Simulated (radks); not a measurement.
Q: Coherent X-ray form factor from a spherical all-electron density. All-electron calculation, scalar-relativistic Kohn-Sham, PBE, spin-polarised, spherical densities, finite nucleus; Fermi nuclear charge, rms radius of each element as measured or else 0.836 A^(1/3) + 0.57 fm. Program: a radial shooting solver on a logarithmic mesh with Libxc functionals.

sin(theta)/lambda (1/angstrom)  f0 (electrons)
0.05                                    77.319
0.1                                     75.378
0.15                                    72.451
0.2                                     68.893
0.25                                    65.051
0.3                                     61.200
0.4                                     54.113
0.5                                     48.196
0.6                                     43.338
0.8                                     35.699
1                                       29.661
1.25                                    23.761
1.5                                     19.606
2                                       15.057

The species is in the configuration that NIST lists as its ground one. Which atom or ion scatters so?

A: The thallium ion Tl3+, [Xe] 4f14 5d10. Extrapolating in s^2 from the first two rows gives f0(0) = 78.0, near the electron count 78; among species with that count, the fall with angle is slower the higher Z, and the table is that of Z = 81; from so few rows the species is fixed only to a neighbour or two.
